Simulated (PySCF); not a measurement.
C3H7FOSi, SMILES O=C[SiH2][C@H](F)C.

The structure is a stationary point at r2SCAN-D4/def2-SVP. The structure was generated by enumeration; whether it is a known compound was not checked. One conformer was computed; it need not be the lowest.

Level of theory: r2SCAN/def2-TZVP run with PySCF.

```json
{
 "total_energy": "-583.00633 hartree",
 "highest_occupied_level": "-5.83 eV",
 "lowest_empty_level": "-2.64 eV",
 "orbital_gap": "3.19 eV",
 "dipole_moment": "2.93 D",
 "quadrupole, principal values (traceless, Buckingham form, about the centre of nuclear charge)": "-10.41, 3.60, 6.81 D·Å",
 "mean_static_polarisability": "68.1 bohr³ (10.10 Å³)",
 "polarisability_principal_values": "55.2, 65.2, 84.0 bohr³"
}
```
